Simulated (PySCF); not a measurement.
Ta(O)(Cl)2(Me) (CH3Cl2OTa), SMILES [CH3][Ta](=[O])([Cl])[Cl], multiplicity 1. Geometry: B3LYP-D3(BJ)/def2-SVP. The spin state was assumed, not searched. The structure was generated by enumeration; whether it is a known compound was not checked. The def2 effective core potentials stand for the cores of Ta; spin–orbit coupling is left out.

Computed with B3LYP-D3(BJ)/def2-SVP (PySCF).

Harmonic wavenumbers (cm⁻¹): 96, 120, 139, 157, 212, 221, 385, 403, 540, 559, 650, 1008, 1197, 1394, 1398, 3007, 3108, 3111. Rotational constants (GHz): 2.358, 1.415, 1.189; symmetry number 1.

Task: Work out the zero-point energy and the ideal-gas rigid-rotor harmonic-oscillator thermochemistry at 298.15 K and 1 atm.

Result: ZPE = ½ Σ hcν = ½ × 17706 cm⁻¹ = 25.31 kcal/mol. H − E(el) = 30.83 kcal/mol. Entropy in cal/(mol K): translation 42.82, rotation 28.78, vibration 19.61, total 91.22. G − E(el) = 3.63 kcal/mol. Cp = 26.24 cal/(mol K). Modes under 150 cm⁻¹ make the vibrational entropy uncertain.
